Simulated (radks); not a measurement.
The numbers below are computed, except where a source is named.
Question: Hf4+, configuration [Xe] 4f13.75 6s0.25 (fractional occupations, a model configuration). Level of theory: scalar-relativistic Kohn-Sham, revPBE, spin-polarised, spherical densities, finite nucleus; open shells are filled with parallel spins first (spin-orbit coupling, left out, can overturn this in heavy ions); Fermi nuclear charge, rms radius 5.347 fm (a radial shooting solver on a logarithmic mesh with Libxc functionals). Some entries of the table are withheld. Estimate them.

orbital,occ.,eigenvalue (hartree),<1/r> (bohr^-1)
1s up,1,-2400.154,83.79
1s down,1,-2400.153,83.79
2s up,1,-411.8594,19.57
2s down,1,-411.8592,19.57
2p up,3,-361.8945,17.85
2p down,3,-361.8943,17.85
3s up,1,-95.11405,7.239
3s down,1,-95.10912,7.239
3p up,3,-80.18109,6.712
3p down,3,-80.17614,6.712
3d up,5,-62.49359,6.350
3d down,5,-62.48980,6.350
4s up,1,-20.47103,3.067
4s down,1,-20.46153,3.067
4p up,3,-15.56983,2.793
4p down,3,-15.56053,2.793
4d up,5,-9.23117,2.477
4d down,5,-9.22198,2.477
5s up,1,(1),(2)
5s down,1,(3),(4)
5p up,3,-2.84746,1.008
5p down,3,-2.84201,1.008
4f up,7,-2.24115,(5)
4f down,6.75,-2.23231,(6)
6s up,0.25,-1.31994,0.4938
6s down,0,-1.30962,0.4971

Answer: 
(1) 5s up eigenvalue (hartree): -4.03951
(2) 5s up <1/r> (bohr^-1): 1.188
(3) 5s down eigenvalue (hartree): -4.03404
(4) 5s down <1/r> (bohr^-1): 1.188
(5) 4f up <1/r> (bohr^-1): 1.937
(6) 4f down <1/r> (bohr^-1): 1.937
